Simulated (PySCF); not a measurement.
# What a mistake does to a calculation on AlBFH4 anion

All numbers below are calculated, not measured. They come from PySCF 2.14.0, an open-source quantum chemistry program, on an isolated molecule that a program drew, which may never have been made. The molecule is AlBFH4 anion (charge -1, singlet), drawn as the SMILES string `F[BH][AlH3-]`.

Each row is a Hartree-Fock (HF) and frozen-core CCSD(T) single point in the aug-cc-pV(D+d)Z basis, meant for a local HF minimum. Run 1 is clean. Each other run has one planted mistake out of seven kinds, and not every kind appears here: one electron removed, one electron added, multiplicity raised by two, geometry at a saddle point, minimal basis STO-3G, one bond length entered in bohr, all coordinates scaled. The reference is restricted for singlets and unrestricted otherwise, and also for a bond in bohr. Adding or removing an electron swaps singlet and doublet. Electrons count all cores. HOMO and LUMO are orbital energies over both spins, the gradient is its largest component, and the lowest frequency (negative if imaginary) is given only where the gradient is small. Bond lengths are over the 6 bonds as drawn. T1 is the CCSD diagnostic: over 0.02 (restricted) or 0.045 (unrestricted) a single reference is doubtful.

Geometry of the clean run:
```xyz
7
AlBFH4 anion, angstrom
F    -0.6588   -0.1114    1.3209
B     0.4682   -0.6127    0.7072
Al    0.8902   -0.5193   -1.4610
H     1.1917   -1.1196    1.5641
H     2.3336    0.2538   -1.6533
H     1.0228   -2.0703   -2.0047
H    -0.2837    0.2693   -2.2961
```

| run | electrons | basis functions | <S^2> | HOMO (eV) | LUMO (eV) | gradient (hartree/bohr) | lowest frequency (cm^-1) | mean bond (Å) | longest bond (Å) | T1 | HF (hartree) | CCSD(T) (hartree) | mistake |
|---|---|---|---|---|---|---|---|---|---|---|---|---|---|
| 1 | 32 | 114 | 0.000 | -4.64 | 3.35 | 1.9e-05 | 38 | 1.6265 | 2.211 | 0.0152 | -368.41659 | -368.85686 | no fault |
| 2 | 32 | 114 | 0.725 | -1.55 | 3.39 | 1.8e-02 | - | 1.9544 | 4.178 | 0.0693 | -368.32999 | -368.76345 | one bond length entered in bohr |
| 3 | 31 | 114 | 0.760 | -10.74 | -2.06 | 9.9e-02 | - | 1.6265 | 2.211 | 0.0227 | -368.29559 | -368.71197 | one electron removed |
| 4 | 32 | 114 | 0.000 | -4.30 | 3.34 | 7.0e-02 | - | 1.5176 | 2.063 | 0.0146 | -368.39247 | -368.83019 | all coordinates scaled |
| 5 | 32 | 23 | 0.000 | -0.54 | 13.97 | 4.8e-02 | - | 1.6265 | 2.211 | 0.0170 | -363.60566 | -363.73339 | ? |
| 6 | 32 | 114 | 2.009 | -2.09 | 3.28 | 5.0e-02 | - | 1.6265 | 2.211 | 0.0215 | -368.33202 | -368.75756 | ? |

**Which mistake was planted in run 5, and what did it cost?**

It has 23 basis functions where the clean run has 114, with the same electrons and geometry. So the mistake is: minimal basis STO-3G. Subtracting run 1 and multiplying by 627.51 kcal/mol a hartree, the energy moved by 3018.9 kcal/mol in HF and 3215.0 kcal/mol in CCSD(T).

**Which mistake was planted in run 6, and what did it cost?**

Electrons, basis and geometry are unchanged, and <S^2> is 2.009, beside S(S+1) = 2.00 for a multiplicity of 3. So the mistake is: multiplicity raised by two. Subtracting run 1 and multiplying by 627.51 kcal/mol a hartree, the energy moved by 53.1 kcal/mol in HF and 62.3 kcal/mol in CCSD(T).

Cautions from the logs. Run 2: T1 is over the limit, so its CCSD(T) energy is less reliable.
